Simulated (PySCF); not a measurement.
Compound: (NaSH)3 ring, H3Na3S3.
Geometry (PBE0-D3(BJ)/def2-SVP, Å), atoms numbered from 1 in this order:
```xyz
9
H3Na3S3 angstrom
Na    -1.3156   -2.0087    0.0182
S     -0.5307   -1.3100    2.4088
Na     0.8055    0.8953    1.9730
S      1.4352    2.5265    0.0226
Na     0.2743    1.1240   -1.8792
S     -1.1998   -0.9937   -2.3862
H      0.5106   -2.1648    2.5206
H      2.7052    2.1061   -0.1671
H     -2.4016   -0.3746   -2.3511
```

The calculation used PySCF, TDDFT B3LYP/def2-SVPD, vertical, gas phase, core orbitals frozen in the response.

Ground-to-excited transition dipoles (e·a0, same axes as the geometry; the sign carries no meaning), for the states with f of 0.002 or more among the lowest 8:

```
state  E (eV)      μx      μy      μz
   S1   4.235  -0.187  -0.301   1.075
   S2   4.278  -0.492  -0.976  -0.392
   S4   4.615  -0.118   0.164  -0.033
   S5   4.727  -0.003  -0.335   0.841
   S6   4.781   0.528   0.664   0.257
   S7   4.925   0.077   0.124   0.144
   S8   4.992   0.197   0.364  -0.209
```

**Question.** Work out the oscillator strengths.

**Answer.** f = (2/3) ΔE |μ|² with ΔE in hartree (27.2114 eV).

| state | \|μ\|² (au) | \|μ\| (D) | f |
| --- | --- | --- | --- |
| S1 | 1.282 | 2.88 | 0.133 |
| S2 | 1.349 | 2.95 | 0.141 |
| S4 | 0.042 | 0.52 | 0.005 |
| S5 | 0.820 | 2.30 | 0.095 |
| S6 | 0.785 | 2.25 | 0.092 |
| S7 | 0.042 | 0.52 | 0.005 |
| S8 | 0.215 | 1.18 | 0.026 |

**Question.** Which bond between heavy atoms lies closest to the direction of the S2 transition dipole?

**Answer.** Na5–S6, at 12° from it; next S4–Na5 at 29°.

**Question.** What angle do the transition dipoles of S5 and S6 make?

**Answer.** |cos θ| = |μa·μb| / (|μa| |μb|) = 0.01, so θ ≈ 89° (taken between 0 and 90°, since the signs are arbitrary).

**Question.** What peak molar absorption coefficient would the strongest computed level give as a lone Gaussian band 0.5 eV wide at half height?

**Answer.** ε(max) = 2.175×10⁸ f / FWHM, with the width in cm⁻¹. S2: 2.175×10⁸ × 0.1414 / 4033 ≈ 7600 L mol⁻¹ cm⁻¹.

One conformer stands for the species.
